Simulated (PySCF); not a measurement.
# Two structures, one formula

The two ends of one reaction step of SiH6Se, singlet (PBE0-D4/def2-TZVP).

A:

```
8
angstrom
Si -0.6436 -0.5993 -1.1444
H -0.9710 -1.0852 0.2197
H 0.7670 -0.9207 -1.4722
H -1.5370 -1.2771 -2.1219
H -0.8658 0.8660 -1.2238
H 1.2671 0.0099 2.3567
Se 1.6026 1.1466 1.4921
H 0.3846 1.8551 1.8998
```

B:

Si1  (-0.073, 0.422, -0.952)
H2  (0.012, -2.584, 1.409)
H3  (0.925, -0.503, -1.539)
H4  (-1.309, -0.318, -0.595)
H5  (-0.409, 1.492, -1.924)
H6  (0.220, -1.884, 1.571)
Se7  (0.948, 1.274, 0.901)
H8  (-0.224, 2.076, 1.276)
(Å)

PySCF 2.14 with density fitting (its default auxiliary sets; JK sets also for MP2 and CCSD(T)); basis: def2-TZVPP; cores frozen in the correlated methods. Filled d shells of the heavier atoms are correlated. The def2 sets are not built for correlating such inner shells, so the correlated values are less sure here. B3LYP uses VWN-RPA correlation.

Task: Which structure is lower at CCSD(T), and by how much? (To be estimated.)

Result: By the calculation: B, by 0.310 eV (electronic energy, against the other). By their contacts, A is a complex of H₂Se + SiH₄ and B is a complex of SiH₄Se ([SiH3][SeH]) + H₂.

All methods give the same order:

```json
{"method": "SPW92", "E(B) − E(A) (eV)": "-0.332"}
{"method": "PBE-D4", "E(B) − E(A) (eV)": "-0.398"}
{"method": "r2SCAN-D4", "E(B) − E(A) (eV)": "-0.396"}
{"method": "PBE0-D4", "E(B) − E(A) (eV)": "-0.379"}
{"method": "B3LYP-D4", "E(B) − E(A) (eV)": "-0.326"}
{"method": "BHLYP-D4", "E(B) − E(A) (eV)": "-0.305"}
{"method": "wB97M-V", "E(B) − E(A) (eV)": "-0.335"}
{"method": "HF", "E(B) − E(A) (eV)": "-0.204"}
{"method": "MP2", "E(B) − E(A) (eV)": "-0.408"}
{"method": "CCSD", "E(B) − E(A) (eV)": "-0.276"}
{"method": "CCSD(T)", "E(B) − E(A) (eV)": "-0.310"}
```

No T1 diagnostic of these runs exceeds 0.010.

Labels in which every atom is bracketed show which atoms are joined, not bond orders.

For scale, one of the runs: CCSD(T)/def2-TZVPP, 174 basis functions, launched by `OMP_NUM_THREADS=4 python run.py`. Hardware: 4 CPU threads of an Arm Neoverse V2, shared host. Wall time 3.7 min; peak host memory 1.7 GiB.
